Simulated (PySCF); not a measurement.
## Converging GeBr in the basis (CCSD(T))

PySCF, UHF reference; doublet, unpaired electrons π ↑; De to Ge + Br without counterpoise correction. Frozen cores follow the default of each basis and core potential.

```
      basis                           relativity  functions  Re (Å)  ωe (cm⁻¹)  De (eV)  frozen orbitals
 cc-pVDZ-PP  scalar-relativistic core potentials         46   2.352        292     3.15                8
 def2-TZVPP                        no relativity         96   2.325        301     3.50               18
def2-TZVPPD                        no relativity        111   2.326        300     3.52               18
```

(1) How does each smaller set differ from the one with most functions, def2-TZVPPD?

Correlated steps freeze the inner cores (8 to 18 orbitals); shallow outer-core shells are correlated. Correlated levels converge slowly with the basis: in double zeta they bind strong bonds too weakly, by up to about 1 eV, and carry superposition errors of some tenths. Spin–orbit coupling is left out. The state is the lowest determinant that a PBE0 search found; another state may lie lower at other levels.

## Answers

(1) cc-pVDZ-PP: +2.6 pm, -2.7 % in ωe, -0.37 eV in De; def2-TZVPP: -0.1 pm, +0.3 % in ωe, -0.02 eV in De. All at CCSD(T); the set with most functions is neither the basis-set limit nor always the best. The rows treat relativity differently, so the differences are not basis effects alone.
